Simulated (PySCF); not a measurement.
**Relaxation of singlet Zr(OH)₂**

Method: PBE0 in PySCF with Zr def2-TZVP with ECP28, O def2-TZVP, H def2-TZVP; scalar-relativistic core potentials, no spin–orbit coupling; density-fitted integrals. A (50,194) grid was used.

A start displaced from a saddle point along its imaginary mode, of C2v symmetry, held to at least that symmetry:

Coordinates in bohr (charge 0 multiplicity 1):
```
Zr    0.0693    0.0007    0.0123
O    -0.7983   -0.0017    3.5323
O     0.4677   -0.0017   -3.5910
H    -1.4136   -0.0049    5.2539
H     0.4834   -0.0049   -5.4192
```

Optimiser trace:
| step | E − E(last) (kJ/mol) | largest gradient (Eh/bohr) |
| --- | --- | --- |
| 0 | 26.25 | 0.01395 |
| 1 | 25.01 | 0.00303 |
| 2 | 24.69 | 0.00312 |
| 3 | 18.68 | 0.01382 |
| 4 | 16.93 | 0.01774 |
| 5 | 14.25 | 0.00936 |
| 6 | 11.98 | 0.00829 |
| 7 | 5.92 | 0.00742 |
| 8 | 4.26 | 0.01017 |
| 9 | 2.69 | 0.00954 |
| 10 | 0.92 | 0.00133 |
| 11 | 0.67 | 0.00889 |
| 12 | 0.17 | 0.00113 |
| 13 | 0.08 | 0.00094 |
| 14 | 0.04 | 0.00089 |
| 15 | 0.04 | 0.00083 |
| 16 | 0.03 | 0.00083 |
| 17 | 0.01 | 0.00067 |
| 18 | 0.00 | 0.00050 |
| 19 | 0.00 | 0.00012 |

It ends at C2v with O–H 0.955 Å (×2), Zr–O 1.886 Å (×2); H–O–Zr 154.3° (×2), O–Zr–O 122.0° (after a last refinement on a finer grid). The frequency run here used a shortcut that can spoil soft modes, so no verdict on minimum or saddle point is given.

Final geometry:
```xyz
5
charge 0 multiplicity 1, angstrom
Zr    0.2514    0.0026    0.0447
O    -0.9376   -0.0068    1.5092
O    -0.3601   -0.0068   -1.7398
H    -1.8013   -0.0148    1.9158
H    -1.0309   -0.0148   -2.4191
```

Stability towards spin polarisation was not tested.

The relaxation took about 6 core-minutes on a shared host.
